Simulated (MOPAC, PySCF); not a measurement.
CH₄Si, SMILES `C[SiH]`, neutral singlet in the gas phase. 

Cartesian coordinates (Å):
```xyz
6

C     -0.5234    -0.0780    -0.0423
Si     1.2502    -0.7292    -0.2556
H     -1.2895    -0.7940    -0.3395
H     -0.6548     0.8437    -0.6222
H     -0.6905     0.2056     1.0042
H      1.9079     0.5519     0.2554
```
Charge 0, spin multiplicity 1.

All levels are single points at this geometry (B3LYP-D3(BJ)/def2-TZVP); Pople sets use spherical d functions. Orbital energies aren't observables, and empty levels follow the basis.

B3LYP/LANL2DZ in PySCF gives dipole (D) = 1.26.

Q: Estimate the dipole (D) from each of these levels: B3LYP-D3(BJ)/def2-TZVP in PySCF; PBE-D3(BJ)/def2-TZVP in PySCF; B3LYP/6-311+G** in PySCF; B3LYP/6-31G* in PySCF; BP86/6-31G* in PySCF; M06-2X/6-31G* in PySCF; SVWN5/6-31G* in PySCF; HF/3-21G in PySCF; HF/STO-3G in PySCF; AM1 in MOPAC; PM3 in MOPAC; PM7 in MOPAC.

A: 
| level | dipole (D) |
|---|---|
| B3LYP-D3(BJ)/def2-TZVP in PySCF | 1.02 |
| PBE-D3(BJ)/def2-TZVP in PySCF | 1.16 |
| B3LYP/6-311+G** in PySCF | 1.05 |
| B3LYP/6-31G* in PySCF | 1.29 |
| BP86/6-31G* in PySCF | 1.45 |
| M06-2X/6-31G* in PySCF | 1.16 |
| SVWN5/6-31G* in PySCF | 1.55 |
| HF/3-21G in PySCF | 1.21 |
| HF/STO-3G in PySCF | 0.16 |
| AM1 in MOPAC | 1.12 |
| PM3 in MOPAC | 1.78 |
| PM7 in MOPAC | 1.93 |
